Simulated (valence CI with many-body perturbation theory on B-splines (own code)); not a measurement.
# P II: calculation against measured levels

Calculated by relativistic CI+MBPT: four valence electrons over a frozen Dirac-Fock core [Ne], radial functions for each j: 11 s, 11 p, 9 d, 7 f, 5 g, 2 h, 1 i, with the one-electron correlation potential Σ1, the two-electron term Σ2, the three-electron term Σ3, Breit, model QED; selected CI, second order for the rest, scaled by the run's own slope (own B-spline code, finite nucleus).

Set against measurement, 35 paired levels are off by 41 cm⁻¹ on average, the worst by 147. These come from a selection out of the NIST Handbook of Basic Atomic Spectroscopic Data. Levels without a partner in it may be off by more. Among the levels kept, up to 520 cm⁻¹ of a level comes from second order outside the variational space, and about a tenth of that is noise between levels of different J, which matters for small intervals.

Measured levels: NIST Handbook of Basic Atomic Spectroscopic Data (Sansonetti and Martin, J. Phys. Chem. Ref. Data 34, 1559 (2005)). Pairs share parity and J, and are chosen by configuration, term and nearness in energy; levels without a clear partner are left out. Energies in cm⁻¹ above the measured ground level. The last column is blank where CI alone has no clear partner.

Names give the largest LS component (configuration and term), which can be under half, so a name can repeat, a term be missing and a line seem to break the LS rules; names also repeat where a configuration has a term twice.

```tsv
Computed label	Label in the source	Measured	Computed	Difference	CI alone, difference
3s2.3p2 3P_0	3s2 3p2 3P	0	0.0	0	0
3s2.3p2 3P_1	3s2 3p2 3P	164.9	165.9	+1	+2
3s2.3p2 3P_2	3s2 3p2 3P	469.1	472.0	+3	+9
3s2.3p2 1D_2	3s2 3p2 1D	8882.3	8932.1	+50	+120
3s2.3p2 1S_0	3s2 3p2 1S	21575.6	21685.0	+109	+207
3s.3p3 5S°_2	3s 3p3 5S°	45697.0	45550.1	-147	-1171
3s.3p3 3D°_1	3s 3p3 3D°	65251.4	65168.5	-83	-820
3s.3p3 3D°_2	3s 3p3 3D°	65272.3	65191.3	-81	-817
3s.3p3 3D°_3	3s 3p3 3D°	65307.2	65224.0	-83	-814
3s.3p3 3P°_2	3s 3p3 3P°	76764.1	76741.7	-22	-627
3s.3p3 3P°_1	3s 3p3 3P°	76812.3	76790.0	-22	-633
3s.3p3 3P°_0	3s 3p3 3P°	76823.1	76797.7	-25	-640
3s2.3p.4s 3P°_0	3s2 3p 4s 3P°	86597.6	86628.6	+31	-223
3s2.3p.4s 3P°_1	3s2 3p 4s 3P°	86744.0	86779.3	+35	-216
3s2.3p.4s 3P°_2	3s2 3p 4s 3P°	87124.6	87160.6	+36	-212
3s2.3p.4s 1P°_1	3s2 3p 4s 1P°	88893.2	88935.6	+42	-141
3s2.3p.4p 1P_1	3s2 3p 4p 1P	101635.7	101640.9	+5	-298
3s2.3p.4p 3D_1	3s2 3p 4p 3D	103165.6	103181.1	+16	-279
3s2.3p.4p 3D_2	3s2 3p 4p 3D	103339.1	103356.2	+17	-276
3s2.3p.4p 3D_3	3s2 3p 4p 3D	103667.9	103683.5	+16	-274
3s2.3p.4p 3P_0	3s2 3p 4p 3P	105224.1	105209.8	-14	-342
3s2.3p.4p 3P_1	3s2 3p 4p 3P	105302.4	105295.8	-7	-329
3s2.3p.4p 3P_2	3s2 3p 4p 3P	105549.7	105542.5	-7	-328
3s2.3p.4p 3S_1	3s2 3p 4p 3S	106001.2	106022.0	+21	-264
3s2.3p.4p 1D_2	3s2 3p 4p 1D	107922.9	107934.7	+12	-287
3s.3p3 3S°_1	3s 3p3 3S°	110254.8	110339.3	+84	+996
3s2.3p.4p 1S_0	3s2 3p 4p 1S	111507.7	111531.9	+24	-236
3s.3p3 1D°_2	3s 3p3 1D°	112606.9	112673.7	+67	+270
3s.3p3 1P°_1	3s 3p3 1P°	118341.7	118415.8	+74	+326
3s2.3p.5s 3P°_0	3s2 3p 5s 3P°	123344.2	123279.9	-64	-355
3s2.3p.5s 3P°_1	3s2 3p 5s 3P°	123455.5	123397.3	-58	-344
3s2.3p.5s 3P°_2	3s2 3p 5s 3P°	123890.8	123830.2	-61	-344
3s2.3p.5s 1P°_1	3s2 3p 5s 1P°	124432.3	124385.6	-47	-302
3s2.3p.4d 3F°_2	3s2 3p 4d 3F°	124946.7	124972.4	+26	-333
3s2.3p.4d 3F°_3	3s2 3p 4d 3F°	125128.9	125153.9	+25	-327
3s2.3p.4d 3F°_4	3s2 3p 4d 3F°	125391.1	125412.9	+22	-331
```

Over 35 excited levels the mean absolute difference is 41 cm⁻¹, the median 26 and the largest 147. For the 35 levels that pair on every rung the mean is CI alone 385, + Σ1 702, + Σ2 118, + Σ3 48, + Breit 36, + QED 41. The comparison draws on a selection of the measured levels: 36 of the 79 computed ones have a partner in it, and others may be off by more.

Rates against NIST Handbook of Basic Atomic Spectroscopic Data (Sansonetti and Martin, J. Phys. Chem. Ref. Data 34, 1559 (2005)):

```csv
"λ vac, measured (nm)",Upper,Lower,A computed (s⁻¹),A tabulated (s⁻¹)
131.07,3s.3p3 3P°_2,3s2.3p2 3P_2,5.29e+07,3.28e+07
153.25,3s.3p3 3D°_1,3s2.3p2 3P_0,6.45e+06,2.90e+06
153.59,3s.3p3 3D°_2,3s2.3p2 3P_1,8.56e+06,3.85e+06
153.64,3s.3p3 3D°_1,3s2.3p2 3P_1,4.16e+06,1.80e+06
154.23,3s.3p3 3D°_3,3s2.3p2 3P_2,1.04e+07,4.80e+06
458.93,3s2.3p.4d 3F°_3,3s2.3p.4p 3D_2,1.76e+08,1.70e+08
459.11,3s2.3p.4d 3F°_2,3s2.3p.4p 3D_1,1.60e+08,1.60e+08
460.34,3s2.3p.4d 3F°_4,3s2.3p.4p 3D_3,1.94e+08,1.90e+08
602.58,3s2.3p.4p 3D_2,3s2.3p.4s 3P°_1,4.95e+07,5.10e+07
604.48,3s2.3p.4p 3D_3,3s2.3p.4s 3P°_2,6.10e+07,6.80e+07
```
